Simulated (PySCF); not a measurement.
SMILES C([SiH2]N)S, GFN2-xTB optimised geometry.

```
11

N      1.01    -1.53     0.20
Si     0.56     0.11     0.00
C     -1.34     0.11     0.00
S     -1.99     1.82     0.00
H      1.99    -1.76     0.28
H      0.53    -2.25    -0.31
H      1.08     0.84     1.15
H      0.99     0.77    -1.25
H     -1.74    -0.33     0.91
H     -1.78    -0.40    -0.85
H     -1.30     2.25    -1.06
```

Density from CAM-B3LYP/def2-TZVP run with PySCF at that geometry.

Minimum of the electron density along straight lines between bonded atoms, close to the bond critical point (lines longer than 1.1 times the sum of covalent radii, or with two minima, are not listed):

```csv
bond,length / Å,ρ at the minimum / e bohr⁻³,∇²ρ there / e bohr⁻⁵,position (fraction from the first atom)
N1–Si2,1.719,0.134,0.56,0.60
Si2–C3,1.902,0.118,0.16,0.39
C3–S4,1.824,0.176,-0.28,0.47
N1–H5,1.006,0.338,-1.66,0.74
N1–H6,1.007,0.336,-1.64,0.74
Si2–H7,1.459,0.129,0.17,0.49
Si2–H8,1.475,0.125,0.16,0.49
C3–H9,1.087,0.279,-0.96,0.65
C3–H10,1.089,0.279,-0.95,0.64
S4–H11,1.332,0.222,-0.67,0.63
```
